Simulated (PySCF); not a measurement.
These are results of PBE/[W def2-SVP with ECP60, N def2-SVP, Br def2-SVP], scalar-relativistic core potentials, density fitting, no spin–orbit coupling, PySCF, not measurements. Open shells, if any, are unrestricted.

Q: What shape and geometry does isolated singlet WNBr₃ take (every ligand bound to W)?

A: Formally W is in oxidation state +6, d0. The polar-tensor charge on W, 1.35, is far below the formal one. The lowest minimum found is a singlet of C3v symmetry with W–Br 2.422 Å (×3), W–N 1.678 Å; Br–W–Br 114.0° (×3), Br–W–N 104.5° (×3). Its harmonic wavenumbers are 65 (e), 91 (a1), 232 (e), 245 (a1), 299 (e), 1105 (a1) cm⁻¹ and its dipole moment is 2.05 D.

Only a few start shapes were tried, so a lower isomer may exist. Spin–orbit coupling, left out here, can matter for elements this heavy.
